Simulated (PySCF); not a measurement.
Vertical excitations of a molecule C4H10BN from PySCF with TDA-PBE/def2-SVPD, as energy in eV (oscillator strength): 5.83 (0.003), 6.10 (0.014), 6.23 (0.003), 6.55 (0.012), 6.62 (0.069), 6.91 (0.033), 7.00 (0.003), 7.02 (0.023), 7.17 (0.015), 7.29 (0.022). Lowest triplet (TDA): 5.55 eV. Geometry optimised at B3LYP-D3(BJ)/def2-SVP. The values are those of a single conformer.

Question: Identify the compound among the candidates.
A. C=C(C)B(C)N
B. CC1CB(N)C1
C. CB1CCCN1
D. C[C@H]1CCB1N

Answer: D, C[C@H]1CCB1N
